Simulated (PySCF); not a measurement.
A structure optimised at PBE-D3(BJ)/def2-TZVP, used in a PySCF frequency run:

```
N
B 1 1.3187
H 1 1.0290 2 123.50
H 1 1.0290 3 113.01 2 180.00
H 2 1.1790 3 155.54 1 180.00
```
Charge +1, spin multiplicity 1.

**Question.** Write its SMILES, formula and point group.

**Answer.** B=[NH2+], BH3N, C2v

**Question.** What are its rotational constants (standard atomic weights)?

**Answer.** 340.43, 29.791, 27.394 GHz
